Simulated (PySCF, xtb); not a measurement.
B(OH)2(OEt) (C2H7BO3), SMILES CCOB(O)O.

GFN2-xTB in xtb at its own geometry gives an orbital gap of 8.23 eV and a dipole moment of 2.87 D.

Geometry: PBE0-D3(BJ)/def2-SVP. The values are those of a single conformer.

**Question.** What does PBE/def2-TZVP run with PySCF give? (The exact figures need the calculation; the answer reports its results.)

**Answer.** gap 6.01 eV (levels -6.65 and -0.64 eV), dipole 2.64 D.
